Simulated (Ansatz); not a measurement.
A structure relaxed at PBE0-D4/def2-TZVP, charge 0, multiplicity 1:

```xyz
10

O     1.4132   -1.9900    0.2497
B     0.4120   -1.1065    0.0009
S    -1.1809   -1.7330   -0.6642
O     0.6588    0.1965    0.2648
Si   -0.0229    1.6852    0.2178
H     1.1975   -2.9026    0.0495
H    -1.8042   -0.5470   -0.7334
H    -0.0370    2.2427    1.5904
H     0.7822    2.5464   -0.6797
H    -1.4187    1.6082   -0.2958
```

Problem. Give its formula and SMILES.

Solution. BH5O2SSi, `OB(S)O[SiH3]`.

Problem. Point group (tolerance 0.08 Å, 0.16 Å for H)?

Solution. Cs.

Problem. Summarise the bond lengths by kind.

Solution. 2 × B–O 1.352 to 1.358 Å; 1 × H–O 0.959 Å; 1 × B–S 1.836 Å; 1 × H–S 1.342 Å; 1 × O–Si 1.638 Å; 3 × H–Si 1.482 to 1.489 Å.

Computed with Ansatz.
